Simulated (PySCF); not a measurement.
Excitations are Tamm–Dancoff values on a coarser integration grid. The basis has no diffuse functions, so Rydberg states are missing or too high.

Z-matrix (Å, degrees):
```
Si
N 1 1.6906
H 2 1.0066 1 120.22
H 2 1.0080 3 112.51 1 -149.03
N 1 1.6906 2 108.79 3 158.25
H 5 1.0066 1 120.22 2 158.21
H 5 1.0080 6 112.51 1 -149.05
Br 1 2.2269 2 116.70 3 -83.89
Br 1 2.2269 2 104.51 3 32.92
```
Charge 0, multiplicity 1.

**Question.** Predict the LUMO, total energy and S1 excitation (TDA) from M06-2X/def2-TZVP // PBE0-D3(BJ)/def2-TZVP (PySCF 2.14.0).

**Answer.** 
```json
{
 "LUMO": "0.99 eV",
 "total_energy": "-5549.9675 Ha",
 "S1 excitation (TDA)": "6.99 eV"
}
```
